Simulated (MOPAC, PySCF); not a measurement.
System: GeH₃ (charge -1, singlet). SMILES: [GeH3-]
Coordinates optimised at B3LYP-D3(BJ)/def2-TZVP (Ansatz):
```
Ge
H 1 1.6254
H 1 1.6254 2 92.28
H 1 1.6254 2 92.28 3 92.38
```
Charge -1, spin multiplicity 1.

Unscaled harmonic wavenumbers (cm⁻¹) in rising order, each level at the stationary point that it reaches from this structure (no distance between atoms moves by over 0.3 Å); the order of modes can differ between levels, and a negative number is imaginary. B3LYP-D3(BJ)/def2-TZVP (PySCF, at the structure above): 842, 886, 886, 1711, 1711, 1716.

PM6 (MOPAC): 351, 757, 757, 2395, 2395, 2531. Zero-point energy 13.1 against 11.1 kcal/mol; where all levels lie over 400 cm⁻¹, the wavenumbers are on average 1.196 times those of B3LYP-D3(BJ)/def2-TZVP.

PM7 (MOPAC): 645, 717, 717, 2109, 2109, 2418. Zero-point energy 12.5 against 11.1 kcal/mol; where all levels lie over 400 cm⁻¹, the wavenumbers are on average 1.098 times those of B3LYP-D3(BJ)/def2-TZVP.
